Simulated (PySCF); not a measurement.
Point-charge models of BeMe(SiH3), `[CH3][Be][SiH3]` against its computed dipole.

Coordinates (PBE0-D3(BJ)/def2-SVP, Å) and charges (e) from the PBE0/pcSseg-1 density (PySCF):

```csv
atom,x,y,z,Mulliken,IAO,Hirshfeld,ESP-fitted
Be1,0.006,0.005,0.279,+0.5515,+1.2467,+0.3273,+0.5125
C2,-0.002,-0.016,1.955,-0.7937,-1.1478,-0.2902,-0.6899
H3,-1.011,-0.213,2.362,+0.1416,+0.1458,+0.0333,+0.1364
H4,0.333,0.943,2.389,+0.1418,+0.1460,+0.0333,+0.1362
H5,0.662,-0.799,2.365,+0.1416,+0.1458,+0.0333,+0.1363
Si6,0.005,0.018,-1.910,+0.0109,-0.2642,+0.1139,-0.1317
H7,1.340,0.397,-2.482,-0.0646,-0.0908,-0.0836,-0.0332
H8,-0.991,0.990,-2.473,-0.0646,-0.0908,-0.0837,-0.0332
H9,-0.340,-1.325,-2.485,-0.0646,-0.0908,-0.0836,-0.0334
```

Q: Form Σ q r in debye for every column and set it beside the full dipole.

A: The full density gives (0.01, 0.00, 1.23) D, 1.23 D in size; dipole vectors point from the negative to the positive end.

| scheme | μx | μy | μz | size (D) | share of the full size (%) | angle to the full dipole (°) |
| --- | --- | --- | --- | --- | --- | --- |
| Mulliken | 0.01 | 0.01 | 0.34 | 0.34 | 27 | 2 |
| IAO | 0.03 | 0.02 | 1.55 | 1.55 | 126 | 1 |
| Hirshfeld | 0.01 | 0.00 | 0.80 | 0.80 | 65 | 0 |
| ESP-fitted | 0.01 | 0.00 | 1.26 | 1.26 | 103 | 0 |

Q: Which set comes closest?

A: Length of the difference vector: ESP-fitted 0.04 D, IAO 0.32 D, Hirshfeld 0.43 D, Mulliken 0.89 D. Closest: ESP-fitted. 

Q: What is left for the Hirshfeld atoms' own dipoles?

A: The Hirshfeld atoms' densities add up to the full density, so μ = Σ q r + Σ (atomic dipoles). The atomic dipoles sum to (0.01, 0.00, 1.23) − (0.01, 0.00, 0.80) = (0.00, 0.00, 0.43) D, 0.43 D in size.

Q: With the origin at the mean of the coordinates, (0.000, 0.000, 0.000) Å, which are the largest single terms, by size, of the ESP-fitted dipole along the direction of the full one?

A: C2 -6.48, H4 +1.56, H5 +1.55, H3 +1.54, Si6 +1.21 D; all 9 atoms together +1.26 D. The single terms depend on the origin, their sum doesn't.

Q: Give the size of the full dipole in other units.

A: 1.23 D = 0.482 au = 0.255 e·Å = 4.09 × 10⁻³⁰ C·m.

Isolated species at its PBE0-D3(BJ)/def2-SVP geometry, gas phase.

These values come from a run that also computed NMR shieldings. Time: 3.2 s wall. Hardware: an x86-64 server with one thread, on a shared host.
